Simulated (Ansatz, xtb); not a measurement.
## GaGeH7Si: where a starting geometry ends

The starting geometry of this gas-phase singlet has its atoms placed at random.

```xyz
10

Ga    0.7542   -0.8933    1.3926
Ge   -0.1516   -0.3490   -0.8931
Si   -0.4870    1.1553    1.2820
H    -0.8177    0.7455   -0.1742
H     0.6267    0.7724   -2.0166
H    -0.4123   -2.2037   -0.3081
H    -0.9766    0.4835   -1.8408
H     2.0903   -0.0581    1.4488
H     1.0838   -1.3477   -0.1694
H    -1.4089   -0.1546    0.2156
```

One run relaxed it with r2SCAN-D4/def2-SVP. What is a likely outcome?

It ends as `[GaH2][SiH2][GeH3]`. Distances that change by over a tenth: Ge2–H5 (1.77 → 1.54 Å). Contacts that open: Ga1–Ge2 (2.52 → 3.88 Å), Ge2–H4 (1.47 → 3.17 Å), Ge2–H9 (1.75 → 4.71 Å), Ge2–H10 (1.69 → 3.17 Å). Contacts that close: Ge2–Si3 (2.67 → 2.39 Å), Ge2–H6 (1.96 → 1.54 Å), Si3–H10 (1.92 → 1.50 Å).

The energy falls by 11.91 eV over 29 steps:

```json
{"step": "1", "E − E(last) (eV)": "11.907"}
{"step": "4", "E − E(last) (eV)": "4.692"}
{"step": "7", "E − E(last) (eV)": "1.733"}
{"step": "10", "E − E(last) (eV)": "0.929"}
{"step": "13", "E − E(last) (eV)": "0.124"}
{"step": "17", "E − E(last) (eV)": "0.010"}
{"step": "20", "E − E(last) (eV)": "0.003"}
{"step": "23", "E − E(last) (eV)": "0.001"}
{"step": "26", "E − E(last) (eV)": "0.000"}
{"step": "29", "E − E(last) (eV)": "0.000"}
```

Final geometry (Å):

```xyz
10

Ga    1.3905   -0.6014    1.5673
Ge   -0.5451   -0.2250   -1.7767
Si   -0.5759    0.3179    0.5503
H    -0.6458    1.8106    0.6577
H     0.7009    0.3712   -2.4528
H    -0.5044   -1.7496   -1.9747
H    -1.7906    0.3211   -2.4934
H     2.7181    0.2293    1.6375
H     1.3940   -2.0751    2.1022
H    -1.8407   -0.2488    1.1195
```

From the same start GFN2-xTB ends elsewhere, in pieces: GaH3Si + GeH4.

From so rough a start the end depends on the optimiser's path, so another program may land elsewhere. No frequencies were run, so the end isn't proven a minimum. Run with Ansatz 0.2.0, 98 s on 2 threads of Arm Neoverse V1, on a shared host.
